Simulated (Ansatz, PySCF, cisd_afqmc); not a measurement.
System: SiH₃Cl, charge 0, singlet. SiH3Cl (chlorosilane, SMILES Cl[SiH3]).
B3LYP-D3(BJ)/def2-TZVP minimum from Ansatz (a quantum-chemistry and plane-wave program):
```xyz
5

Si    -0.9899    -0.0500    -0.0380
Cl     1.0723     0.0541     0.0412
H     -1.3688    -1.0690    -1.0360
H     -1.5103     1.2742    -0.4302
H     -1.4910    -0.4257     1.2983
```

Atomisation energy term by term, kcal/mol (programs: Ansatz, cisd_afqmc). Radicals and triplets start from unrestricted determinants; spin-orbit coupling is neglected. Correlated methods leave the cores frozen. Rows without X2C or -DK are non-relativistic. AFQMC/CISD: phaseless, guided by CISD from CCSD amplitudes; bars are statistical, one sigma. Outlying blocks are dropped, and bars are widened where a walk drifts. Over all cases where full CI ran beside it in this data, AFQMC minus full CI had a median of +0.1 mEh and passed +0.4 mEh in a tenth of the cases. CBS(X,Y): correlation extrapolated as X^-3, Hartree-Fock from the larger set (Q,5: extrapolated as (X+1)exp(-9√X)). A bracket is a step between two methods taken in the basis named. '+ core + X2C': CCSD(T) terms for core correlation (cc-pwCVTZ, 1s frozen past Ne) and scalar relativity (cc-pVTZ-DK). Where a partner has so few electrons that a lower coupled-cluster level is exact, that level stands in.

```json
[
 {"term": "Hartree-Fock", "basis": "CBS(cc-pV(Q+d)Z,cc-pV(5+d)Z)", "kcal/mol": "265.22"},
 {"term": "CCSD correlation", "basis": "CBS(cc-pV(Q+d)Z,cc-pV(5+d)Z)", "kcal/mol": "72.17"},
 {"term": "(T)", "basis": "CBS(cc-pV(Q+d)Z,cc-pV(5+d)Z)", "kcal/mol": "3.34"},
 {"term": "CCSDT(Q) - CCSD(T)", "basis": "cc-pV(T+d)Z", "kcal/mol": "-0.08"},
 {"term": "core correlation", "basis": "cc-pwCVTZ", "kcal/mol": "-0.15"},
 {"term": "scalar relativity", "basis": "X2C, cc-pVTZ-DK", "kcal/mol": "-0.92"},
 {"term": "minus zero-point energy", "basis": "Hessian by PySCF at B3LYP-D3(BJ)/def2-TZVP", "kcal/mol": "-16.45"},
 {"term": "sum: D0", "basis": "", "kcal/mol": "323.1"}
]
```

The step beyond CCSD(T) by other levels: AFQMC/CISD in cc-pV(D+d)Z 0.41 ± 0.34; CCSDT(Q) in cc-pV(D+d)Z 0.17; AFQMC/CISD in cc-pV(T+d)Z 0.17 ± 0.17 kcal/mol.
